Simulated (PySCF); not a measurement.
C4H5 (SMILES [CH-]=C1CC1), charge -1, singlet, at a GFN2-xTB geometry; WB97X/6-31G, TDDFT (PySCF).

PySCF was given this input:
```python
from pyscf import gto, scf, dft, tdscf

mol = gto.M(
    atom='''
C    -0.00477750   -0.00846867    0.42733059
C    -0.00174017   -0.76951404   -0.83385328
C     0.02025666    0.75423460   -0.88448337
C    -0.02048610   -0.11308971    1.73328716
H    -0.90781767   -1.26894023   -1.19210447
H     0.89751813   -1.29434815   -1.17242457
H     0.93628317    1.22602460   -1.25140807
H    -0.87391678    1.25150097   -1.27114099
H    -0.01158415    0.90678977    2.23339151
''',
    basis='6-31g',
    charge=-1,
    verbose=4,
)

mf = dft.RKS(mol)
mf.xc = 'wb97x'
mf.kernel()
td = mf.TDDFT()
td.nstates = 5
td.kernel()
td.analyze()
```

Question: Write the output that PySCF gives for this input, abridged.

Answer: 
```
PySCF version 2.14.0

[INPUT] verbose = 4
[INPUT] num. atoms = 9
[INPUT] num. electrons = 30
[INPUT] charge = -1
[INPUT] spin (= nelec alpha-beta = 2S) = 0
[INPUT] symmetry False subgroup None
[INPUT] Mole.unit = angstrom
[INPUT] Symbol           X                Y                Z      unit          X                Y                Z       unit  Magmom
[...]
nuclear repulsion = 101.474244069098
number of shells = 30
number of NR pGTOs = 108
number of NR cGTOs = 46
basis = 6-31g
ecp = {}

******** <class 'pyscf.dft.rks.RKS'> ********
method = RKS
initial guess = minao
damping factor = 0
level_shift factor = 0
DIIS = <class 'pyscf.scf.diis.CDIIS'>
diis_start_cycle = 1
diis_space = 8
diis_damp = 0
SCF conv_tol = 1e-09
SCF conv_tol_grad = None
SCF max_cycles = 50
direct_scf = True
direct_scf_tol = 1e-13
XC library pyscf.dft.libxc version 7.1.2
    S. Lehtola, C. Steigemann, M. J. T. Oliveira, and M. A. L. Marques,  SoftwareX 7, 1–5 (2018)
XC functionals = wb97x
    J.-D. Chai and M. Head-Gordon,  J. Chem. Phys. 128, 084106 (2008)
radial grids:
    Treutler-Ahlrichs [JCP 102, 346 (1995); DOI:10.1063/1.469408] (M4) radial grids

becke partition: Becke, JCP 88, 2547 (1988); DOI:10.1063/1.454033
pruning grids: <function nwchem_prune>
grids dens level: 3
symmetrized grids: False
atomic radii adjust function: <function treutler_atomic_radii_adjust>
small_rho_cutoff = 0
Set gradient conv threshold to 3.16228e-05
Initial guess from minao.
tot grids = 105512
init E= -155.827898394275
[...]
cycle= 1 E= -155.108373584575  delta_E= 0.72  |g|= 0.459  |ddm|=  2.9
[...]
cycle= 2 E= -155.150166644975  delta_E= -0.0418  |g|= 0.337  |ddm|= 1.66
[...]
cycle= 3 E= -155.182203015374  delta_E= -0.032  |g|= 0.0505  |ddm|= 0.636
[...]
cycle= 4 E= -155.182960470134  delta_E= -0.000757  |g|= 0.0281  |ddm|= 0.0935
[...]
cycle= 5 E= -155.183213937977  delta_E= -0.000253  |g|= 0.00363  |ddm|= 0.0612
[...]
cycle= 6 E= -155.183225829634  delta_E= -1.19e-05  |g|= 0.00236  |ddm|= 0.0189
[...]
cycle= 7 E= -155.183228276499  delta_E= -2.45e-06  |g|= 0.000403  |ddm|= 0.00851
[...]
cycle= 8 E= -155.183228420443  delta_E= -1.44e-07  |g|= 8.01e-05  |ddm|= 0.0028
[...]
cycle= 9 E= -155.18322842411  delta_E= -3.67e-09  |g|= 3.93e-05  |ddm|= 0.000308
[...]
cycle= 10 E= -155.183228424842  delta_E= -7.32e-10  |g|= 5.42e-06  |ddm|= 0.000157
[...]
Extra cycle  E= -155.183228424871  delta_E= -2.9e-11  |g|= 2.8e-06  |ddm|= 3.34e-05
converged SCF energy = -155.183228424871

******** <class 'pyscf.tdscf.rks.TDDFT'> for <class 'pyscf.dft.rks.RKS'> ********
nstates = 5 singlet
deg_eia_thresh = 1.000e-03
wfnsym = None
conv_tol = 1e-05
eigh lindep = 1e-12
eigh level_shift = 0
eigh max_cycle = 100

Excitation energies (eV)
[3.96346697 6.237933   6.58246491 7.23754457 7.45325033]

** Singlet excitation energies and oscillator strengths **
Excited State   1:      3.96347 eV    312.82 nm  f=0.0121
      15 -> 16       -0.68189
      15 -> 20       -0.18937
Excited State   2:      6.23793 eV    198.76 nm  f=0.0200
      15 -> 17        0.69680
Excited State   3:      6.58246 eV    188.36 nm  f=0.0351
      14 -> 16        0.24701
      15 -> 18        0.21453
      15 -> 19        0.60537
      15 -> 22       -0.13194
Excited State   4:      7.23754 eV    171.31 nm  f=0.1041
      14 -> 16       -0.41880
      15 -> 18        0.55135
Excited State   5:      7.45325 eV    166.35 nm  f=0.2614
      14 -> 16        0.45208
      15 -> 18        0.35571
      15 -> 19       -0.24340
      15 -> 22        0.29961

** Transition electric dipole moments (AU) **
state          X           Y           Z        Dip. S.      Osc.
  1        -0.3523      0.0050     -0.0039      0.1241      0.0121
  2         0.0058      0.3537     -0.0756      0.1308      0.0200
  3        -0.0015     -0.3482     -0.3102      0.2175      0.0351
  4         0.0078     -0.0386     -0.7652      0.5871      0.1041
  5        -0.0067      0.3961      1.1289      1.4313      0.2614

** Transition velocity dipole moments (imaginary part, AU) **
state          X           Y           Z        Dip. S.      Osc.
  1        -0.1357      0.0019     -0.0015      0.0184      0.0843
  2         0.0016      0.0887     -0.0282      0.0087      0.0252
  3        -0.0014     -0.1366     -0.0476      0.0209      0.0577
  4         0.0017     -0.0132     -0.1712      0.0295      0.0739
  5        -0.0011      0.1494      0.2909      0.1069      0.2603

** Transition magnetic dipole moments (imaginary part, AU) **
state          X           Y           Z
  1         0.0024      0.9773      1.0436
  2         0.1248     -0.0018      0.0014
  3        -0.8673      0.0122     -0.0094
  4        -0.1573      0.0022     -0.0017
  5         0.7847     -0.0110      0.0086
```
